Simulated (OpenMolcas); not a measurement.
# BSiH4O2F: a line through the functionals

BSiH4O2F: 9 atoms, total charge 0, spin state singlet. As SMILES, `O[SiH2]B(O)F`. Geometry: relaxed at PBE0-D4/def2-TZVP. This is one conformer, not always the lowest.

The HOMO–LUMO gap y, in eV, basis def2-SVP; a is the functional's share of exact exchange. Programs: OpenMolcas 26.06.

| functional | program | a | y (eV) |
| --- | --- | --- | --- |
| r2SCAN | OpenMolcas | 0 | 5.92 |
| BLYP | OpenMolcas | 0 | 5.35 |
| B3LYP | OpenMolcas | 0.2 | ? |
| PBE0 | OpenMolcas | 0.25 | 7.71 |
| BHLYP | OpenMolcas | 0.5 | 10.15 |

Task: Fit y = c + s·a to the known rows and predict B3LYP.

Result: 
1. Means of the 4 rows: a = 0.1875, y = 7.282.
2. Σ(Δa)² = 0.17188, Σ(Δa·Δy) = 1.5406, so the slope is 1.5406/0.17188 = 8.9632.
3. Intercept: 7.282 − (8.9632) × 0.1875 = 5.601. The largest residual of the fit is 0.32.
4. B3LYP: 5.601 + (8.9632) × 0.2 = 7.39 eV.

The run gave 7.29 eV, so the prediction is off by +0.10 eV, within the largest residual. Exact exchange lowers occupied levels and raises empty ones. The rows mix families of semi-local functionals, which the line can't see.
